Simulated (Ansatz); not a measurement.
Input file for F₃H₃O₃W (`[OH][W]([OH])([OH])([F])([F])[F]`):

```yaml
crystal:
  periodic: [false, false, false]
  atoms:
    - {symbol: O, position_ang: [-0.848698, -1.515397, -0.262557]}
    - {symbol: W, position_ang: [-0.117368, 0.173210, 0.037143]}
    - {symbol: O, position_ang: [1.140826, -0.488927, 1.243144]}
    - {symbol: O, position_ang: [1.053742, 0.018903, -1.405359]}
    - {symbol: F, position_ang: [-1.097185, 0.606459, 1.577773]}
    - {symbol: F, position_ang: [0.430711, 1.967819, 0.055050]}
    - {symbol: F, position_ang: [-1.613584, 0.789249, -0.913232]}
    - {symbol: H, position_ang: [-1.612641, -1.697005, -0.816480]}
    - {symbol: H, position_ang: [1.012332, -0.561669, 2.192698]}
    - {symbol: H, position_ang: [1.651877, 0.707369, -1.708191]}
basis:
  gaussian: {orbitals: def2-SVP}
correlation: {method: ccsd_t}
```

```sh
$ ansatz run in.yaml --threads 4 --pin off --events-out ev --progress --plain --max-ram 11315MiB
```

Output of Ansatz, abridged:

```
Functional definition: HF
1235 factors; integrals over basis functions are off by at most 1.1e-3 eV
mean field evaluation 1: about -16064.4837 eV, gradient 8.1e1 eV
mean field evaluation 2: about -16064.7159 eV, gradient 8.1e1 eV
mean field evaluation 4: about -16076.1187 eV, gradient 6.7e0 eV
mean field evaluation 8: about -16076.2536 eV, gradient 8.0e-1 eV
mean field evaluation 16: about -16076.2554 eV, gradient 1.7e-6 eV
mean field -16076.25539403 eV, -590.7914888532 hartree, gradient 1.7e-6 eV, S^2 0.000000; 0 other end points of the search recorded, 0 dependent functions left out
6 core orbitals not correlated: weight in the atoms' cores, before any rotation towards them, 1.000 or more for the frozen orbitals, at most 0.000 for the correlated occupied ones
reference -16076.25539403 eV, -590.7914888532 hartree; 28, 28 occupied and 97, 97 virtual orbitals, 1235 factors
second order -41.14893183 eV of doubles, -0.00000000 eV of singles
cycle   1  -38.61974747 eV  change     2.5e0 eV  update   2.7e-1
cycle   2  -40.08072116 eV  change    -1.5e0 eV  update   1.4e-1
cycle   3  -40.40350736 eV  change   -3.2e-1 eV  update   4.1e-2
cycle   4  -40.39296638 eV  change    1.1e-2 eV  update   1.3e-2
cycle   5  -40.37117324 eV  change    2.2e-2 eV  update   3.8e-3
cycle   6  -40.37250795 eV  change   -1.3e-3 eV  update   1.6e-3
cycle   7  -40.37301002 eV  change   -5.0e-4 eV  update   6.6e-4
cycle   8  -40.37256502 eV  change    4.5e-4 eV  update   3.2e-4
cycle   9  -40.37265690 eV  change   -9.2e-5 eV  update   1.6e-4
cycle  10  -40.37297624 eV  change   -3.2e-4 eV  update   7.2e-5
cycle  11  -40.37283184 eV  change    1.4e-4 eV  update   3.3e-5
cycle  12  -40.37279917 eV  change    3.3e-5 eV  update   1.7e-5
perturbative correction -1.36306259 eV, -0.0500916261 hartree
Total energy: -16117.99125578 eV, -592.3252534832 hartree
```

It took 60 s on 4 threads of an Arm Neoverse V1 on a shared host, with 1.2 GiB of host memory at the peak.

The correlation energy is -41.736 eV, 3.3 % of it from (T); the T1 diagnostic reads 0.0208.
